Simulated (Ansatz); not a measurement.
**Question.** Name a neutral molecule of Ga, N and H with LUMO energy (B3LYP/def2-TZVPP) between -0.60 and -0.30 eV and HOMO–LUMO gap (ωB97M-V/def2-TZVPP) between 11.40 and 11.70 eV (Ansatz, PBE0-D4/def2-TZVP geometry).

**Answer.** `[NH2+]1[GaH2-][NH2+][GaH2-]1` (-0.42 eV, 11.40 eV). Other molecules can fit too; these were computed, each in one conformer that needn't be the lowest.

B3LYP here is the variant with VWN-RPA as its local correlation; programs differ in this.
